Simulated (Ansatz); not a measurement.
Molecule (SMILES): O=C=[N], doublet.
Atoms: N1, C2, O3. Bonds: N1-C2, C2-O3.

Basis-set convergence of the harmonic zero-point energy at PBE with Ansatz (a first-principles code). Each level at its own minimum, finite differences of forces, unscaled; the reference is a large set that could be run, not a limit. All functions are spherical. Open shells are unrestricted. No added dispersion term, no relativity. Reference: the value in def2-QZVPP, 6.07 kcal/mol. Deviations are taken from unrounded values.

```
basis        functions  harmonic zero-point energy (kcal/mol)
-----------  ---------  -------------------------------------
cc-pVDZ             42                                   6.04
aug-cc-pVDZ         69                                   6.02
def2-SVP            42                                   6.10
def2-SVPD           63                                   6.16
pcseg-1             42                                   6.04
aug-pcseg-1         69                                   6.07
6-311G**            54                                   6.09
6-311+G**           66                                   6.08
cc-pVTZ             90                                   6.08
aug-cc-pVTZ        138                                   6.07
pcseg-2             90                                   6.07
aug-pcseg-2        138                                   6.08
def2-TZVPP          93                                   6.09
def2-TZVPPD        114                                   6.09
```

What the diffuse functions change, pair by pair:
- cc-pVDZ to aug-cc-pVDZ: 27 more functions, deviation -0.03 to -0.05 kcal/mol
- def2-SVP to def2-SVPD: 21 more functions, deviation 0.03 to 0.08 kcal/mol
- pcseg-1 to aug-pcseg-1: 27 more functions, deviation -0.03 to -0.01 kcal/mol
- 6-311G** to 6-311+G**: 12 more functions, deviation 0.02 to 0.00 kcal/mol
- cc-pVTZ to aug-cc-pVTZ: 48 more functions, deviation 0.01 to -0.01 kcal/mol
- pcseg-2 to aug-pcseg-2: 48 more functions, deviation 0.00 to 0.00 kcal/mol
- def2-TZVPP to def2-TZVPPD: 21 more functions, deviation 0.02 to 0.01 kcal/mol

They bring the value nearer the reference by more than 0.01 kcal/mol in 2 of 7 pairs.
